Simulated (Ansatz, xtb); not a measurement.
# C3H3N3O2: which of two isomers lies lower

Structure I: `O=COc1nc[nH]n1`, a singlet. Structure II: `O=COc1ncn[nH]1`, a singlet. Both are isolated molecules in the gas phase, relaxed with PBE-D3(BJ)/def2-SVP; the shapes shown needn't be the lowest conformers.

I (Å):

```xyz
11

C    -2.5090    0.9086   -0.1582
C    -0.8652   -0.4283    0.8312
C    -0.3803   -2.4064    1.2906
N    -0.7285   -1.6496    0.2561
N    -0.3184   -1.6415    2.4142
N    -0.6296   -0.3562    2.1394
O    -3.4193    0.2258    0.2259
O    -1.1769    0.6941    0.1077
H    -2.5811    1.8304   -0.7863
H    -0.1657   -3.4824    1.2764
H    -0.0787   -1.9126    3.3703
```

II (Å):

```xyz
11

C    -1.9485    1.3565    0.8321
C    -0.8487   -0.7421    0.6330
C    -0.1386   -2.6954    0.7948
N     0.0207   -1.5523    0.0616
N    -1.0466   -2.6313    1.7717
N    -1.4989   -1.3619    1.6565
O    -2.6553    1.0515    1.7649
O    -1.0396    0.5475    0.2175
H    -1.9239    2.3482    0.3224
H     0.4341   -3.6117    0.6046
H    -2.2203   -0.9585    2.2610
```

Problem. Which of the two would you expect CCSD(T)/def2-SVP + ΔMP2/def2-TZVPP electronic energies to favour?

Solution. CCSD(T)/def2-SVP + ΔMP2/def2-TZVPP gives E(II) − E(I) = −2.18 kJ/mol, slightly favouring structure II, which is too small a margin to settle the true order.

Level by level:

| level | geometry | E(II) − E(I) (kJ/mol) | departure from the last row (kJ/mol) | job, with rough time for the two |
| --- | --- | --- | --- | --- |
| GFN2-xTB | GFN2-xTB | −10.82 | −8.64 | optimisation, 0.56 s |
| HF/STO-3G | GFN2-xTB | −3.02 | −0.84 | single point, 1.8 s |
| r2SCAN-D4/def2-SVP | GFN2-xTB | −11.45 | −9.27 | single point, 9.3 s |
| PBE-D3(BJ)/def2-SVP | PBE-D3(BJ)/def2-SVP | −9.87 | −7.69 | optimisation, 1.8 min |
| HF/def2-SVP | PBE-D3(BJ)/def2-SVP | −1.83 | +0.35 | part of the CCSD(T) run |
| MP2/def2-SVP | PBE-D3(BJ)/def2-SVP | −0.22 | +1.96 | part of the CCSD(T) run |
| CCSD(T)/def2-SVP | PBE-D3(BJ)/def2-SVP | −0.49 | +1.69 | single point |
| CCSD(T)/def2-SVP + ΔMP2/def2-TZVPP | PBE-D3(BJ)/def2-SVP | −2.18 |  | single point, 3.2 min |

As drawn, both hold the same kinds of bond in the same numbers.

The largest departure from CCSD(T)/def2-SVP + ΔMP2/def2-TZVPP is that of r2SCAN-D4/def2-SVP, 9.27 kJ/mol. The last row adds to CCSD(T) the change of the MP2 difference between the two basis sets, here −1.69 kJ/mol.

With thermal terms from frequencies at re-optimised GFN2-xTB minima (ideal gas, soft modes damped towards free rotors, one conformer each, 298.15 K, 1 atm): the zero-point term adds +0.52 kJ/mol; ΔH is −2.25 and ΔG −0.63 kJ/mol.

The correlated steps freeze 8 core orbitals. Codes used: Ansatz 0.2.0, xtb 6.7.1; the last row on 2 threads of Intel(R) Xeon(R) Processor @ 2.50GHz (Skylake/Cascade Lake) on a shared host.
